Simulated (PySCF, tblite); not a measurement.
C₆H₉N.
Cartesian coordinates in Å at the GFN2-xTB level; atoms count from 1:
```xyz
16
C6H9N angstrom
C     -1.8120    1.5355   -0.0826
C     -0.6692    1.1970    0.4814
C      0.0555   -0.1066    0.2448
C      1.2721    0.1955   -0.5931
C      2.5086    0.1879   -0.1350
N     -0.7694   -1.0228   -0.4912
C     -1.0291   -2.1494   -0.0205
H     -2.3191    0.8685   -0.7586
H     -2.2796    2.4857    0.1132
H     -0.1505    1.8667    1.1549
H      0.3712   -0.5210    1.2218
H      1.0481    0.4337   -1.6226
H      2.7364   -0.0504    0.8917
H      3.3480    0.4251   -0.7661
H     -0.6748   -2.5148    0.9518
H     -1.6437   -2.8217   -0.6014
```

Jobs on this species (16 atoms, 52 electrons) with PySCF (density fitting) and tblite. Hardware of each: an Intel Xeon at 2.70 GHz with one thread, on a shared host. The host was shared with other jobs, so the times are rough.

Problem. Rank these jobs by wall time, shortest first.
A. GFN2-xTB; L-BFGS relaxation
B. PBE0/pcSseg-1; shieldings, charges and field gradients, density and orbital grids written; 164 basis functions
C. GFN2-xTB; Hessian by finite differences

Solution. C (0.5 s), A (0.83 s), B (40 s).

All jobs:

```csv
level and settings,work,basis functions,SCF cycles,wall time
GFN2-xTB,Hessian by finite differences,–,–,0.5 s
GFN2-xTB,L-BFGS relaxation,–,–,0.83 s
PBE0/pcSseg-1,"shieldings, charges and field gradients, density and orbital grids written",164,14,40 s
```

Problem. What do all jobs in the table cost together?

Solution. About 41 s; the longest takes about 97 % of that, and about 80 times as long as the shortest.
